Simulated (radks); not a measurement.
Effect of the nuclear size on the thallium ion Tl3+, [Xe] 4f14 5d10. Calculated with a radial shooting solver on a logarithmic mesh with Libxc functionals: Dirac Kohn-Sham, PBE, spin-unpolarised, spherical densities, finite nucleus; Fermi nuclear charge, rms radius 5.4759 fm. The rms radius is varied about that value; shifts are against it.

| rms radius (fm) | total energy shift (eV) | density at nucleus (e/bohr^3) | 1s1/2 shift (meV) | 2s1/2 shift (meV) | 5s1/2 shift (meV) | 5p1/2 shift (meV) | 5d5/2 shift (meV) | 6s1/2 (empty) shift (meV) | 6p1/2 (empty) shift (meV) |
|---|---|---|---|---|---|---|---|---|---|
| 4.545 | -37.3 | 2.729e+06 | -14900 | -2250 | -27.4 | -0.790 | 0.337 | -4.10 | -0.205 |
| 5.1692 | -12.7 | 2.585e+06 | -5090 | -766 | -9.35 | -0.270 | 0.115 | -1.40 | -0.070 |
| 5.4759 | 0 | 2.523e+06 | 0.000 | 0.000 | 0.000 | 0.000 | 0.000 | 0.000 | 0.000 |
| 5.6457 | 7.24 | 2.49e+06 | 2890 | 435 | 5.31 | 0.154 | -0.065 | 0.796 | 0.040 |
| 6.3356 | 37.9 | 2.371e+06 | 15100 | 2280 | 27.8 | 0.810 | -0.342 | 4.17 | 0.209 |

Slopes of the eigenvalues against <r^2> in GHz/fm^2, as finite differences over the two radii next to the reference (eigenvalue slopes, not the field-shift constants of lines): 1s1/2 374000, 2s1/2 56400, 5s1/2 688, 5p1/2 19.9, 5d5/2 -8.46, 6s1/2 (empty) 103, 6p1/2 (empty) 5.16.
